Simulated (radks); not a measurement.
Problem. Tl I, configuration [Xe] 4f14 5d9 6s2 6p1 7s1 (not the ground configuration). Calculated with a radial shooting solver on a logarithmic mesh with Libxc functionals: Dirac Kohn-Sham, PBEsol, spin-unpolarised, spherical densities, finite nucleus; open shells fill j = l - 1/2 first; Fermi nuclear charge, rms radius 5.4759 fm. Some entries of the table are withheld. Estimate them.

orbital,occ.,eigenvalue (eV),<r^2> (bohr^2),<r> (bohr)
1s1/2,2,-85411.68,0.0003693,0.01633
2s1/2,2,-15203.26,0.005553,0.06809
2p1/2,2,-14600.96,0.003913,0.05590
2p3/2,4,-12536.68,0.005096,0.06469
3s1/2,2,-3634.822,0.03601,0.1771
3p1/2,2,-3361.730,0.03274,0.1674
3p3/2,4,-2902.861,0.03911,0.1835
3d3/2,4,-2449.685,0.02988,0.1595
3d5/2,6,-2351.642,0.03160,0.1644
4s1/2,2,-817.3814,(1),0.3917
4p1/2,2,-699.5086,0.1761,0.3932
4p3/2,4,-587.8461,0.2079,0.4276
4d3/2,4,(2),0.2172,0.4334
4d5/2,6,(3),0.2282,0.4446
5s1/2,2,-138.8262,0.8605,0.8761
4f5/2,6,-124.7943,0.2592,0.4644
4f7/2,8,-120.1922,0.2665,0.4709
5p1/2,2,-99.0660,0.9932,0.9382
5p3/2,4,-78.5913,1.200,1.031
5d3/2,4,-24.0393,2.029,1.321
5d5/2,5,-21.7089,2.187,1.369
6s1/2,2,-14.3231,6.043,2.312
6p1/2,1,-6.7856,9.690,2.899
6p3/2,0,-5.1376,12.77,3.318
7s1/2,1,-1.7184,57.37,7.158
7p1/2,0,-0.7717,95.21,9.190
7p3/2,0,-0.6123,112.2,9.951
6d3/2,0,-0.3799,93.05,8.908
6d5/2,0,-0.3622,96.36,9.073

Solution. 
(1) 4s1/2 <r^2> (bohr^2): 0.1733
(2) 4d3/2 eigenvalue (eV): -394.8613
(3) 4d5/2 eigenvalue (eV): -374.0235
